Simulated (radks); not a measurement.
Values are calculated unless marked as measured or tabulated.
Os VI, 71 electrons, occupied as [Xe] 4f14 5d(3/2: 2, 5/2: 0) 6p(1/2: 1, 3/2: 0) (not the ground configuration).

Level of theory: Dirac Kohn-Sham, relativistic LDA (MacDonald-Vosko exchange, VWN5 correlation), spin-unpolarised, spherical densities, finite nucleus; Fermi nuclear charge, rms radius 5.4126 fm (a radial shooting solver on a logarithmic mesh with Libxc functionals).

Energy parts (hartree):
part                       energy
total                 -17228.4737
kinetic                19471.5311
electron-nucleus      -42960.4517
Hartree                 6554.5018
exchange-correlation    -294.0549

Orbitals (lengths in bohr, moments of r in powers of bohr; <r^-3> diverges for s and p1/2; r(90%) holds 90 % of the orbital's charge):
| orbital | occ. | eigenvalue (hartree) | <r^4> | <r^-3> | <r> | r(90%) | small-component weight |
|---|---|---|---|---|---|---|---|
| 1s1/2 | 2 | -2693.189 | 5.214e-07 | - | 0.01782 | 0.0325 | 8.19e-02 |
| 2s1/2 | 2 | -471.4039 | 0.00007699 | - | 0.07456 | 0.117 | 1.87e-02 |
| 2p1/2 | 2 | -451.9370 | 0.00004603 | - | 0.06153 | 0.102 | 1.88e-02 |
| 2p3/2 | 4 | -396.4030 | 0.00006844 | 17750 | 0.06967 | 0.113 | 1.69e-02 |
| 3s1/2 | 2 | -111.6591 | 0.002822 | - | 0.1941 | 0.285 | 6.19e-03 |
| 3p1/2 | 2 | -102.8565 | 0.002472 | - | 0.1840 | 0.277 | 6.14e-03 |
| 3p3/2 | 4 | -90.73315 | 0.003315 | 4063 | 0.1991 | 0.298 | 5.59e-03 |
| 3d3/2 | 4 | -75.85357 | 0.002222 | 707.9 | 0.1737 | 0.270 | 5.48e-03 |
| 3d5/2 | 6 | -73.21150 | 0.002429 | 596.7 | 0.1783 | 0.276 | 5.33e-03 |
| 4s1/2 | 2 | -25.49746 | 0.06519 | - | 0.4330 | 0.622 | 2.07e-03 |
| 4p1/2 | 2 | -21.78747 | 0.07036 | - | 0.4367 | 0.635 | 1.98e-03 |
| 4p3/2 | 4 | -18.92921 | 0.09430 | 958.4 | 0.4703 | 0.684 | 1.76e-03 |
| 4d3/2 | 4 | -12.80195 | 0.1171 | 147.8 | 0.4829 | 0.723 | 1.57e-03 |
| 4d5/2 | 6 | -12.26948 | 0.1282 | 121.8 | 0.4942 | 0.740 | 1.51e-03 |
| 5s1/2 | 2 | -5.78166 | 1.759 | - | 0.9938 | 1.42 | 5.05e-04 |
| 5p1/2 | 2 | -4.60269 | 2.458 | - | 1.071 | 1.54 | 4.33e-04 |
| 4f5/2 | 6 | -4.47241 | 0.2905 | 23.77 | 0.5486 | 0.894 | 1.13e-03 |
| 4f7/2 | 8 | -4.36854 | 0.3081 | 22.64 | 0.5564 | 0.907 | 1.11e-03 |
| 5p3/2 | 4 | -4.12065 | 3.323 | 160.9 | 1.156 | 1.67 | 3.78e-04 |
| 5d3/2 | 2 | -2.47243 | 8.523 | 16.83 | 1.435 | 2.12 | 2.44e-04 |
| 5d5/2 | 0 | -2.41268 | 9.276 | 13.83 | 1.467 | 2.16 | 2.35e-04 |
| 6p1/2 | 1 | -1.67392 | 58.73 | - | 2.418 | 3.41 | 1.09e-04 |
| 6p3/2 | 0 | -1.57117 | 73.32 | 35.34 | 2.560 | 3.60 | 1.00e-04 |

The highest occupied level is 6p1/2 at -45.550 eV. The configuration is held as typed, so some empty levels lie below it. The density falls to 0.001 e/bohr^3 at r = 3.56 bohr. Summed over all electrons, <r^2> = 32.66 bohr^2, which gives a Langevin (diamagnetic) susceptibility term of -25.9 x 10^-6 cm^3/mol. The electron density at the nucleus is 1.65e+06 e/bohr^3.
